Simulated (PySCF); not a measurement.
**Nuclear quadrupole coupling in `C#C[SiH2]/N=C\C=C/C`**

Compound: C6H9NSi.
Structure used (PBE0-D3(BJ)/def2-SVP), in Å, numbered top down from 1:
```
atom  x, y, z in Å
C1     4.5059    0.9380    0.3903
C2     3.5949    0.3081   -0.1134
Si3    2.2149   -0.6480   -0.8570
N4     0.8666    0.4327   -1.0358
C5    -0.3212    0.4254   -0.5821
C6    -0.9290   -0.5738    0.2950
C7    -2.1965   -0.5453    0.7486
C8    -3.2530    0.4685    0.4745
H9     5.3143    1.4938    0.8312
H10    2.0134   -1.8652   -0.0028
H11    2.6056   -1.0950   -2.2235
H12   -0.9790    1.2662   -0.8745
H13   -0.2852   -1.4045    0.6012
H14   -2.5037   -1.3689    1.4049
H15   -3.6132    0.9071    1.4199
H16   -2.9221    1.2860   -0.1778
H17   -4.1282   -0.0118    0.0061
```

Field gradients from the PBE0/pcSseg-1 density (PySCF, non-relativistic), principal values in atomic units, ordered |Vxx| ≤ |Vyy| ≤ |Vzz|:

```csv
atom,Vxx,Vyy,Vzz
N4,0.2370,0.7472,-0.9842
```

Task: Find the asymmetry η = (Vxx − Vyy)/Vzz and the couplings χ = eQV/h (234.96 MHz × Q in barn × V in au), with Q(14N) = 0.02044 b.

Result: 
```csv
atom,environment,nucleus,η,χzz (MHz),χxx (MHz),χyy (MHz)
N4,C=N nitrogen,14N,0.52,-4.727,1.138,3.589
```

The tensor is traceless: Vxx + Vyy + Vzz = 0.

Task: What is Vzz at N4 in SI units (1 au = 9.71736 × 10²¹ V/m²)?

Result: -0.9842 au = -9.564 × 10²¹ V/m².

Were the hydrogens deuterons (Q(2H) = 0.00286 b), χzz would run from 89 kHz (H10) to 228 kHz (H9).

Geometry: PBE0-D3(BJ)/def2-SVP, one conformer, isolated molecule. The basis is small and wasn't made for field gradients, so the couplings can be 20 % off.

The run behind these numbers computed NMR shieldings as well. The run took 22 s wall on one thread of an Arm Neoverse V2, shared host with 96 logical CPUs at a one-minute load of 54, and the process peaked at 1.0 GiB of memory.
